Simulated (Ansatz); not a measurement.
Computed with Ansatz on PBE0-D4/def2-TZVP structures; ΔE is electronic, products minus reactants. CBS: MP2 limit from def2 TZ/QZ plus the TZ coupled-cluster correction, frozen cores. This one scheme is used for every species. DFT in def2-TZVPP. Each species was taken in one conformer, which may not be the lowest.

Consider the silylene loss: `CB[Si](F)(F)F` → `CBF` + `F[Si]F`.

| species | BHLYP energy (Eh) |
| --- | --- |
| `CB[Si](F)(F)F` | -654.61251 |
| `CBF` | -165.25789 |
| `F[Si]F` | -489.30704 |

(1) Work out ΔE.

(2) What do rigid-rotor, harmonic-oscillator terms from PBE0-D4/def2-TZVP frequencies (298.15 K, 1 bar) make of the CCSD(T)/CBS value? (An estimate is asked.)

Largest T1 diagnostic among the species: 0.015.

## Answers

(1) ΔE = (-165.25789) + (-489.30704) − (-654.61251) = 0.04758 Eh = +1.29 eV. CCSD(T)/CBS gives +1.36 eV.

(2) The calculation gave: ΔZPE = -0.06 eV, ΔH = +1.31 eV, ΔS = 157 J/(mol·K), ΔG = +0.83 eV. Modes under 50 cm⁻¹ make the entropy rough.

Leaving LDA and LC-ωPBE aside and taking each functional with its dispersion term where it has one, the values, not all of them listed here, spread over 0.51 eV, from BLYP-D4 to r2SCAN0-D4. LDA lies +0.27 eV from PBE without D4. From r2SCAN to r2SCAN0 (25 % exact exchange), in def2-TZVPP and without D4, ΔE moves by +0.06 eV. The D4 term adds +0.14 eV with B3LYP and +0.08 eV with PBE0; it sums over pairs of atoms, weighted by their polarisabilities, and B3LYP, whose exchange is more repulsive, gets the larger term.

B3LYP here is the variant with VWN-RPA as its local correlation; programs differ in this.
